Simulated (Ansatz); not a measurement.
`[SiH3][N]([SiH3])[Ag]` + H₂ → `[AgH]` + `[SiH3]N[SiH3]` at 600 K and 1 bar (hydrogenolysis of the Ag–N bond).

Program: Ansatz. Geometries: PBE0-D4/def2-TZVP. ΔE: electronic, gas phase. CCSD(T)/CBS adds triple-zeta CCSD(T) − MP2 to the extrapolated MP2 energy (def2 sets, frozen cores). This one scheme is used for every species. def2 core potentials past Kr. For Ag outer-core shells are correlated without core-valence functions, which leaves a few kJ/mol of doubt a bond.

```json
{"species": "`[SiH3][N]([SiH3])[Ag]`", "CCSD(T)/CBS energy (Eh)": "-783.41096", "H − E (kJ/mol)": "209.5", "S (J/(mol·K))": "479.8"}
{"species": "H₂", "CCSD(T)/CBS energy (Eh)": "-1.17544", "H − E (kJ/mol)": "43.9", "S (J/(mol·K))": "150.8"}
{"species": "`[AgH]`", "CCSD(T)/CBS energy (Eh)": "-147.49153", "H − E (kJ/mol)": "28.4", "S (J/(mol·K))": "225.5"}
{"species": "`[SiH3]N[SiH3]`", "CCSD(T)/CBS energy (Eh)": "-637.10515", "H − E (kJ/mol)": "230.1", "S (J/(mol·K))": "420.5"}
```

H − E and S are ideal-gas, rigid-rotor, harmonic terms from PBE0-D4/def2-TZVP. The MP2-based limit puts H₂ 0.8 mEh under its directly extrapolated value; such offsets cancel only in part. 1 Eh = 2625.50 kJ/mol, R = 8.31446 J/(mol·K).

By hand: ΔE, ΔH, ΔS and ΔG.

ΔE = (-147.49153) + (-637.10515) − (-783.41096) − (-1.17544) = -0.01028 Eh = -27.0 kJ/mol. Δ(H − E) = 28.4 + 230.1 − 209.5 − 43.9 = 5.1, so ΔH = -21.9 kJ/mol. ΔS = 225.5 + 420.5 − 479.8 − 150.8 = 15.4 J/(mol·K). ΔG = -21.9 − 600 × (15.4)/1000 = -31.1 kJ/mol.

By hand: the equilibrium constant, and the temperature at which ΔG would vanish if ΔH and ΔS stayed fixed.

log₁₀ K = −ΔG/(RT ln 10) = 2.7. ΔH and −TΔS have one sign here, so there is no such temperature.

TΔS isn't small against ΔH here. A doubt of 5 kJ/mol in ΔE shifts log₁₀ K by 0.4 here. Modes under 60 cm⁻¹, often nearly free rotors, make the harmonic entropy too high. These are equilibria of isolated gas molecules and say nothing of rates. Largest T1 diagnostic: 0.026 (customary marks: 0.02 for closed shells, 0.045 for open ones).
